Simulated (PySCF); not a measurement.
GeCl3(NEt2), C4H10Cl3GeN.
Bonds: Ge1–Cl2, Ge1–Cl3, Ge1–Cl4, Ge1–N5, N5–C6, N5–C8, C6–C7, C8–C9. Hydrogens: H10, H11 on C6; H12, H13, H14 on C7; H15, H16 on C8; H17, H18, H19 on C9.

Method: PBE0-D3(BJ)/def2-SVP geometry optimisation, gas phase (PySCF); density fitting, grid level 1; the optimiser is geomeTRIC in internal coordinates, started from a GFN2-xTB structure with every atom displaced at random (about 0.03 Å).

Step 0: E = -99842.1070 eV
```
atom  x, y, z in Å  |  force x, y, z in eV/Å
Ge1     0.9759    1.7285    0.6736   -3.665   0.373  -0.493
Cl2     0.2906    2.3129    2.6162    0.089  -0.059  -0.072
Cl3     2.9678    1.6482    0.5446    3.248  -0.276  -0.098
Cl4     0.4440    3.4090   -0.6806    0.042  -0.659   0.488
N5      0.2197    0.1277    0.2288    1.165   1.778   0.673
C6      0.7537   -0.5994   -0.8670    0.803  -1.822   0.832
C7      1.4462   -1.9145   -0.3806   -2.948   1.544   1.629
C8     -1.0745   -0.1941    0.6485   -2.549  -0.860   1.880
C9     -2.2174    0.4258   -0.1484    0.809  -0.112  -1.775
H10     1.5105   -0.0164   -1.3421    0.625   0.732  -0.960
H11    -0.0541   -0.8455   -1.5543   -0.113  -0.002  -0.629
H12     2.2297   -1.6775    0.3444    0.098  -0.131   0.078
H13     0.6069   -2.5186    0.0840    1.105   0.267  -0.095
H14     1.7886   -2.4376   -1.2056    1.138  -1.421  -1.941
H15    -1.2123   -1.3328    0.6407    0.255   1.179   0.181
H16    -1.2629    0.1550    1.7212    0.550  -0.642  -0.924
H17    -2.1575    1.5286   -0.1507   -0.213  -0.117   0.251
H18    -2.1203    0.1351   -1.2298   -0.041   0.181   0.517
H19    -3.1973    0.0591    0.1419   -0.397   0.045   0.459
```

Step 1: E = -99842.7321 eV
```
atom  x, y, z in Å  |  force x, y, z in eV/Å
Ge1     0.9597    1.7273    0.6733   -1.053   0.282  -0.174
Cl2     0.3031    2.3185    2.6184    0.084   0.008   0.024
Cl3     3.0455    1.5890    0.5534    0.806  -0.088   0.006
Cl4     0.4013    3.3488   -0.6666    0.062  -0.225   0.161
N5      0.2040    0.1522    0.2595    0.578   0.255  -0.152
C6      0.7764   -0.5986   -0.8494    0.217  -0.674   0.246
C7      1.4391   -1.9135   -0.3952   -0.519   0.486  -0.143
C8     -1.1317   -0.1617    0.6854   -0.767  -0.154   0.061
C9     -2.2464    0.4284   -0.1821    0.288  -0.102  -0.306
H10     1.5387    0.0110   -1.3605   -0.109   0.051  -0.071
H11    -0.0094   -0.8322   -1.5872   -0.007   0.153  -0.113
H12     2.2302   -1.6897    0.3301    0.150  -0.094   0.011
H13     0.6939   -2.5648    0.0839    0.025  -0.041   0.105
H14     1.8424   -2.4630   -1.2583    0.130   0.039   0.021
H15    -1.2443   -1.2598    0.7193    0.094  -0.025  -0.012
H16    -1.2766    0.1673    1.7283    0.105   0.037  -0.035
H17    -2.2079    1.5281   -0.1785   -0.109   0.018   0.116
H18    -2.1448    0.1221   -1.2399    0.050  -0.025   0.140
H19    -3.2361    0.0843    0.1507   -0.025   0.098   0.116
```

Q: Estimate the geometry and energy of step 2. (The exact step hangs on the optimiser's Hessian estimate; all steps are aligned on step 1, rigid shifts and turns removed.)

A: E = -99842.7815 eV, largest force 0.244 eV/Å
```
atom  x, y, z in Å  |  force x, y, z in eV/Å
Ge1     0.9453    1.7453    0.6782   -0.233   0.005  -0.071
Cl2     0.3126    2.3033    2.6409    0.042   0.006   0.002
Cl3     3.0653    1.6104    0.5710    0.189  -0.031  -0.002
Cl4     0.3753    3.3591   -0.6302    0.008   0.015  -0.017
N5      0.2186    0.1672    0.2443    0.053  -0.016  -0.069
C6      0.7683   -0.6136   -0.8565    0.103   0.037   0.060
C7      1.4116   -1.9079   -0.3859    0.012  -0.019  -0.118
C8     -1.1261   -0.1608    0.6732   -0.185  -0.023   0.009
C9     -2.2301    0.4202   -0.2017    0.044  -0.017   0.040
H10     1.5182   -0.0107   -1.3964   -0.029  -0.018   0.012
H11    -0.0296   -0.8265   -1.5913    0.015   0.039  -0.003
H12     2.2301   -1.6914    0.3161    0.028  -0.013  -0.030
H13     0.6842   -2.5522    0.1289   -0.023  -0.021   0.033
H14     1.8128   -2.4746   -1.2439   -0.003   0.037   0.101
H15    -1.2148   -1.2591    0.7126    0.027  -0.053  -0.019
H16    -1.2574    0.1732    1.7122   -0.015   0.059   0.077
H17    -2.2090    1.5206   -0.1838   -0.025   0.003   0.020
H18    -2.1193    0.1068   -1.2506   -0.004  -0.021  -0.019
H19    -3.2186    0.0840    0.1475   -0.001   0.031  -0.006
```

The energy changes by -0.0495 eV. The first-order estimate −F·Δx gives -0.0896 eV and the mean of the old and new forces, exact on a quadratic surface, -0.0480 eV. The step makes an angle of 71° with the force vector and moves no atom by more than 0.048 Å.

What follows is the cost of the whole optimisation. Time: 72 s wall, 3.0 min CPU; peak memory 1.3 GiB. Hardware: an Intel Xeon 6975P-C with 2 threads, no GPU, shared host.
